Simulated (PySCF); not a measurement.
Cards and structures have been mixed up. Pair them.

Structures:
1. `FC(F)(c1nnc(C)cn1)F`
2. `S=[PH2]c1ccccn1`
3. `c1(Cl)cnccp1`
4. `N#C[SiH2]C[C@@H]([SiH3])Cl`
5. `FC[SiH2]S[SiH3]`
6. `CCCc1c[c+]1C`

Card P (geometry GFN2-xTB):
- Rotational constants A, B, C: 2.130, 0.781, 0.752 GHz
- Static isotropic polarisability (CAM-B3LYP/def2-SVPD): 103.7 au
- Lowest triplet excitation (Tamm–Dancoff) (TDA CAM-B3LYP/def2-SVPD): 6.01 eV
- Strongest line among the 8 lowest singlet transitions (TDDFT CAM-B3LYP/def2-SVPD): S7 at 7.73 eV (160 nm, f = 0.069)
- Isotropic shieldings of nuclei other than C and H, by class (GIAO PBE0/pcSseg-1): -100 (1 N), 405 (1 Si), 418 (1 Si), 810 (1 Cl) ppm
- Point group: C1

Card Q (geometry GFN2-xTB):
* Rotational constants A, B, C: 6.899, 1.300, 1.204 GHz
* Static isotropic polarisability (PBE0/def2-SVPD): 73.5 au
* Lowest triplet excitation (Tamm–Dancoff) (TDA PBE0/def2-SVPD): 5.74 eV
* Strongest line among the 6 lowest singlet transitions (TDDFT PBE0/def2-SVPD): S5 at 6.50 eV (191 nm, f = 0.032)
* Lowest singlet excitation (TDDFT PBE0/def2-SVPD): 5.96 eV (208 nm, f = 0.001)

Card R (geometry GFN2-xTB):
* Rotational constants A, B, C: 2.895, 1.832, 1.209 GHz
* Static isotropic polarisability (PBE0/def2-SVPD): 87.8 au
* Isotropic shieldings of nuclei other than C and H, by class (GIAO PBE0/pcSseg-1): 466 (1 F), 380 (1 Si), 404 (1 Si), 839 (1 S) ppm
* Dipole moment (PBE0/def2-SVPD): 1.17 D
* HOMO energy (PBE0/def2-SVPD): -7.31 eV
* Point group: C1

Card S (geometry GFN2-xTB):
* Rotational constants A, B, C: 4.063, 0.851, 0.708 GHz
* Static isotropic polarisability (B3LYP/def2-SVPD): 109.9 au
* Strongest line among the 8 lowest singlet transitions (TDDFT B3LYP/def2-SVPD): S7 at 5.46 eV (227 nm, f = 0.092)
* Point group: Cs
* Isotropic shieldings of nuclei other than C and H, by class (GIAO PBE0/pcSseg-1): -92 (1 N), 359 (1 P), 847 (1 S) ppm

Card T (geometry GFN2-xTB):
* Rotational constants A, B, C: 3.669, 1.504, 1.067 GHz
* Static isotropic polarisability (B3LYP/def2-SVPD): 89.9 au
* Dipole moment (B3LYP/def2-SVPD): 1.53 D
* HOMO energy (B3LYP/def2-SVPD): -7.49 eV
* Core binding energies (ΔSCF SCAN, pcX-2 on the ionised atom, pcseg-1 elsewhere, spin-free X2C, 2p3/2 from a spin–orbit splitting computed afterwards within the 2p shell): P2p3/2 136.8, Cl2p3/2 206.4, C1s 290.7, C1s 291.6, C1s 291.7, C1s 292.0, N1s 405.0, P1s 2150.4, Cl1s 2829.0 eV
* Point group: Cs
* Isotropic shieldings of nuclei other than C and H, by class (GIAO PBE0/pcSseg-1): -98 (1 N), 54 (1 P), 676 (1 Cl) ppm

Card U (geometry GFN2-xTB):
- Rotational constants A, B, C: 2.959, 0.674, 0.609 GHz
- 13C chemical shifts (computed TMS as zero) by class (GIAO PBE0/pcSseg-1): 166.1 (1 C), 162.6 (1 C), 153.5 (1 C), 129.9 (1 C), 22.4 (1 C) ppm
- Point group: C1
- HOMO energy (PBE0/pcSseg-1): -7.38 eV
- Dipole moment (PBE0/pcSseg-1): 5.18 D

Each SMILES stands for a single optimised conformer of the isolated species, non-relativistic unless stated. Electronic properties by PySCF. NMR classes are plain means over equivalent atoms (diastereotopic ones count apart unless rotation or inversion swaps them), as if these changed places fast.

**Question.** Which card belongs to which structure?

**Answer.** P = 4, Q = 6, R = 5, S = 2, T = 3, U = 1. What ties each card to its structure:
- 1 (card U), C5H4F3N3, monoisotopic mass 163.0 u, 11 heavy atoms: 5 C in 5 classes; the least shielded carbon (166.1 ppm) is a substituted aromatic carbon; an asymmetric top with C = 0.609 GHz, the lowest such constant on the cards; dipole 5.18 D.
- 2 (card S), C5H6NPS, monoisotopic mass 143.0 u, 8 heavy atoms: an asymmetric top with C = 0.708 GHz; polarisability 109.9 au for 74 electrons.
- 3 (card T), C4H3ClNP, monoisotopic mass 131.0 u, 7 heavy atoms: core lines of C, Cl, N and P; an asymmetric top with C = 1.067 GHz; polarisability 89.9 au for 66 electrons; dipole 1.53 D.
- 4 (card P), C3H8ClNSi2, monoisotopic mass 149.0 u, 7 heavy atoms: an asymmetric top with C = 0.752 GHz; polarisability 103.7 au for 78 electrons.
- 5 (card R), CH7FSSi2, monoisotopic mass 126.0 u, 5 heavy atoms: an asymmetric top with C = 1.209 GHz, the highest such constant on the cards; polarisability 87.8 au for 66 electrons; dipole 1.17 D.
- 6 (card Q), [C7H11]+, monoisotopic mass 95.1 u, 7 heavy atoms: an asymmetric top with C = 1.204 GHz; polarisability 73.5 au for 52 electrons.
